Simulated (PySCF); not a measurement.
Spin-rotation constants: `FC(F)(F)O[c+]1cc1Cl`, [C4HClF3O]+, charge +1

Geometry (Å), atoms numbered from 1 in this order:
```xyz
10

F    -1.6645    0.9895   -0.9852
C    -1.7258   -0.1511   -0.3324
F    -1.9666    0.1003    0.9362
F    -2.6313   -0.9285   -0.8349
O    -0.4759   -0.8274   -0.4470
C     0.5892   -0.2617   -0.0303
C     1.2705    0.7942    0.5446
C     1.9912   -0.3337    0.1512
Cl    3.3685   -1.1522   -0.0045
H     1.2536    1.7754    0.9798
```

Total charge +1.

Method used: GIAO B3LYP/pcSseg-1 magnetisability, rotational g tensor and spin-rotation constants, non-relativistic, gas phase in PySCF. Geometry: GFN2-xTB.

For an ion the centre-of-mass motion in the field is neglected.

**Question.** Give the nuclear spin-rotation constants along the inertial axes (H = +C I·J) beside the isotropic shieldings.

**Answer.** Rotational constants 4.0359, 0.6096, 0.5827 GHz. A star marks the isotopologue with that one atom substituted, in its own axes.
| atom | isotope | Caa (kHz) | Cbb (kHz) | Ccc (kHz) | mean (kHz) | σ (ppm) |
| --- | --- | --- | --- | --- | --- | --- |
| F1 | 19F | 6.252 | 0.844 | 0.645 | 2.580 | 232.6 |
| F3 | 19F | 6.251 | 0.857 | 0.638 | 2.582 | 232.1 |
| F4 | 19F | 5.032 | 0.697 | 0.911 | 2.213 | 237.8 |
| Cl9 | 35Cl | 1.344 | 0.303 | 0.078 | 0.575 | 600.6 |
| H10 | 1H | -0.497 | 0.056 | -0.078 | -0.173 | 23.1 |
| C2 | 13C* | 1.335 | 0.181 | 0.179 | 0.565 | 48.5 |
| O5 | 17O* | -1.217 | -0.198 | -0.070 | -0.495 | 89.4 |
| C6 | 13C* | 2.002 | 0.284 | 0.090 | 0.792 | 12.0 |
| C7 | 13C* | 2.162 | 0.244 | 0.062 | 0.823 | 27.7 |
| C8 | 13C* | 1.988 | 0.306 | 0.076 | 0.790 | 9.6 |

For the geometry as given, no vibrational averaging.
